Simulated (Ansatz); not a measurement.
Reaction (cleavage of the Si–Si bond): `[SiH3][SiH]1[AlH][S]1` + `OB(S)Cl` → `[SiH3]OB(S)Cl` + `[AlH]1[SiH2][S]1`

Computed with Ansatz on PBE0-D4/def2-TZVP structures; ΔE is electronic, products minus reactants. CBS: MP2 limit from def2 TZ/QZ plus the TZ coupled-cluster correction, frozen cores. Each species was taken in one conformer, which may not be the lowest.

| species | CCSD(T)/CBS(def2) energy (Eh) |
| --- | --- |
| `[SiH3][SiH]1[AlH][S]1` | -1220.97997 |
| `OB(S)Cl` | -958.85217 |
| `[SiH3]OB(S)Cl` | -1249.16418 |
| `[AlH]1[SiH2][S]1` | -930.69501 |

Question: Work out ΔE.

Answer: ΔE = (-1249.16418) + (-930.69501) − (-1220.97997) − (-958.85217) = -0.02705 Eh = -71.0 kJ/mol.

Largest T1 diagnostic among the species: 0.015.

In def2-TZVPP, CCSD(T) changes the Hartree–Fock value by +25.8 kJ/mol (the triples alone add +4.0 kJ/mol) and MP2 by +20.8 kJ/mol. From r2SCAN to r2SCAN0 (25 % exact exchange), in def2-TZVPP and without D4, ΔE moves by −3.2 kJ/mol. At CCSD(T), def2-SVP lies +11.0 kJ/mol from the extrapolated value and def2-TZVPP +0.4 kJ/mol.
